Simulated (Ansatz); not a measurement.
Geometry optimisation, RKS PBE/6-31G* (Ansatz 0.2.0).

Input:

```yaml
crystal:
  periodic: [false, false, false]
  atoms:
    - { symbol: O, position_ang: [1.3105, -0.3073, -1.2978] }
    - { symbol: C, position_ang: [0.6697, 0.0453, -0.0794] }
    - { symbol: Cl, position_ang: [1.46, -0.842, 1.2149] }
    - { symbol: B, position_ang: [-0.7821, -0.3656, -0.1156] }
    - { symbol: S, position_ang: [-2.205, 0.8979, 0.1497] }
    - { symbol: H, position_ang: [2.1655, 0.164, -1.2991] }
    - { symbol: H, position_ang: [0.7725, 1.1428, 0.1232] }
    - { symbol: H, position_ang: [-1.1136, -1.4865, -0.313] }
    - { symbol: H, position_ang: [-2.1889, 0.705, 1.5999] }
basis:
  gaussian: { orbitals: "6-31G*" }
hamiltonian:
  xc: pbe
relax:
  f_tol: 0.015
  max_steps: 40
output:
  orbitals: {}
```

Command:

```bash
$ ansatz run input.yaml --threads 1 --pin off --max-ram 2048MiB --backend cpu --events-out ev --progress --plain --runs-dir out
```

Q: Where does it end, and by what steps?

A: The run converged. After 13 steps the energy has fallen by 1.271 eV; H9 moved furthest, 1.00 Å.

| step | energy less start (eV) | largest force component (eV/Å) | accepted |
| --- | --- | --- | --- |
| 0 | 0.0000 | 2.593 | yes |
| 1 | -0.3267 | 1.437 | yes |
| 2 | -0.4747 | 1.116 | yes |
| 3 | -0.6499 | 0.624 | yes |
| 4 | -0.7949 | 1.493 | yes |
| 5 | -1.0266 | 1.412 | yes |
| 6 | -1.1331 | 1.498 | yes |
| 7 | -1.2444 | 0.254 | yes |
| 8 | -1.2580 | 0.175 | yes |
| 9 | -1.2648 | 0.046 | yes |
| 10 | -1.2685 | 0.128 | yes |
| 11 | -1.2705 | 0.092 | yes |
| 12 | -1.2709 | 0.036 | yes |
| 13 | -1.2710 | 0.010 | yes |

```xyz
9
Properties=species:S:1:pos:R:3
O 1.285 -0.184 -1.274
C 0.592 0.085 -0.120
Cl 1.203 -0.982 1.360
B -0.879 -0.492 -0.132
S -2.279 0.303 0.650
H 2.175 0.226 -1.212
H 0.751 1.107 0.269
H -1.103 -1.522 -0.702
H -1.657 1.412 1.144
```

Whether the end is a true minimum wasn't checked by a vibrational analysis.

Run time: 98 s on 1 thread of Intel(R) Xeon(R) Processor @ 2.50GHz (Skylake/Cascade Lake) (shared host), peak memory 0.18 GiB.
